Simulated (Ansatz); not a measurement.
`CC[Se]BF`. Charge 0, multiplicity 1. All single points use the PBE0-D4/def2-TZVP geometry. It is one conformer, not always the lowest.

```xyz
11

C    -1.348    0.292   -0.567
C    -0.683   -0.450    0.571
Se    0.940   -1.411    0.018
B     2.203    0.033    0.042
F     1.842    1.259    0.397
H    -2.269    0.768   -0.217
H    -1.605   -0.383   -1.385
H    -0.695    1.071   -0.964
H    -1.332   -1.221    0.987
H    -0.393    0.221    1.380
H     3.340   -0.179   -0.262
```

Q: What is the dipole moment at PBE/def2-TZVPP? (Estimate.)

A: Computed: 1.52 D, with components (-1.51, 0.05, 0.19) D in this frame, pointing from negative to positive charge.

Q: And with r2SCAN, B3LYP, ωB97M-V? (Best estimate.)

A: The calculation gave: r2SCAN 1.51 D, B3LYP 1.41 D, ωB97M-V 1.34 D.

Q: Give the Mulliken charges with PBE, ωB97M-V, r2SCAN in def2-TZVPP. (Estimate.)

A: Ansatz gave: 
```json
{"atom": "C1", "PBE": "-0.25", "ωB97M-V": "-0.29", "r2SCAN": "-0.13"}
{"atom": "C2", "PBE": "-0.17", "ωB97M-V": "-0.26", "r2SCAN": "-0.07"}
{"atom": "Se3", "PBE": "-0.01", "ωB97M-V": "0.00", "r2SCAN": "-0.01"}
{"atom": "B4", "PBE": "0.13", "ωB97M-V": "0.12", "r2SCAN": "0.19"}
{"atom": "F5", "PBE": "-0.19", "ωB97M-V": "-0.23", "r2SCAN": "-0.25"}
{"atom": "H6", "PBE": "0.08", "ωB97M-V": "0.11", "r2SCAN": "0.05"}
{"atom": "H7", "PBE": "0.09", "ωB97M-V": "0.11", "r2SCAN": "0.05"}
{"atom": "H8", "PBE": "0.10", "ωB97M-V": "0.11", "r2SCAN": "0.06"}
{"atom": "H9", "PBE": "0.12", "ωB97M-V": "0.14", "r2SCAN": "0.08"}
{"atom": "H10", "PBE": "0.12", "ωB97M-V": "0.14", "r2SCAN": "0.08"}
{"atom": "H11", "PBE": "-0.01", "ωB97M-V": "0.05", "r2SCAN": "-0.02"}
```

B3LYP here is the variant with VWN-RPA as its local correlation; programs differ in this.
